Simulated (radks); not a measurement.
All-electron atom: Bi2+ in [Xe] 4f14 5d9 6s2 6p2 (not the ground configuration).

Method: scalar-relativistic Kohn-Sham, BLYP, spin-polarised, spherical densities, finite nucleus; open shells are filled with parallel spins first (spin-orbit coupling, left out, can overturn this in heavy ions); Fermi nuclear charge, rms radius 5.5211 fm; computed with a radial shooting solver on a logarithmic mesh with Libxc functionals.

Energy parts (hartree):
| part | energy |
|---|---|
| total | -21523.5582 |
| kinetic | 24395.6435 |
| electron-nucleus | -53714.8212 |
| Hartree | 8190.3191 |
| exchange-correlation | -394.6996 |

Orbitals (lengths in bohr, moments of r in powers of bohr):
orbital  occ.  eigenvalue (hartree)      <r^2>       <r^4>      <r>
1s up       1             -3331.317  0.0003463   3.330e-07  0.01580
1s down     1             -3331.315  0.0003463   3.330e-07  0.01580
2s up       1             -599.3462   0.005245  0.00004780  0.06649
2s down     1             -599.3413   0.005245  0.00004780  0.06649
2p up       3             -513.0653   0.004485  0.00003997  0.06054
2p down     3             -513.0606   0.004485  0.00003997  0.06054
3s up       1             -145.3446    0.03370    0.001711   0.1716
3s down     1             -145.3419    0.03370    0.001711   0.1716
3p up       3             -120.6812    0.03501    0.001919   0.1737
3p down     3             -120.6783    0.03501    0.001919   0.1737
3d up       5             -95.84756    0.02901    0.001473   0.1575
3d down     5             -95.84344    0.02901    0.001473   0.1575
4s up       1             -34.03004     0.1605     0.03704   0.3771
4s down     1             -34.02429     0.1605     0.03704   0.3771
4p up       3             -25.94458     0.1841     0.04988   0.4026
4p down     3             -25.93901     0.1841     0.04986   0.4026
4d up       5             -16.68641     0.2059     0.06650   0.4225
4d down     5             -16.68002     0.2058     0.06643   0.4224
4f up       7              -6.49103     0.2320      0.1037   0.4409
4f down     7              -6.48332     0.2316      0.1032   0.4406
5s up       1              -6.67040     0.7691      0.8454   0.8289
5s down     1              -6.64235     0.7679      0.8427   0.8283
5p up       3              -4.38579      1.001       1.475   0.9430
5p down     3              -4.35391     0.9990       1.467   0.9420
5d up       5              -1.82239      1.668       4.535    1.204
5d down     4              -1.78468      1.655       4.459    1.200
6s up       1              -1.23696      4.542       30.12    2.015
6s down     1              -1.18450      4.552       30.54    2.015
6p up       2              -0.78582      7.069       74.34    2.510
6p down     0              -0.73497      7.317       80.94    2.548

The highest occupied level is 6p up at -21.383 eV. The spin density at the nucleus is -11.244 e/bohr^3 (1s -0.967, 2s -1.061, 3s 0.348, 4s 1.595, 5s -6.975, 6s -4.184). Summed over all electrons, <r^2> = 53.06 bohr^2, which gives a Langevin (diamagnetic) susceptibility term of -42 x 10^-6 cm^3/mol.
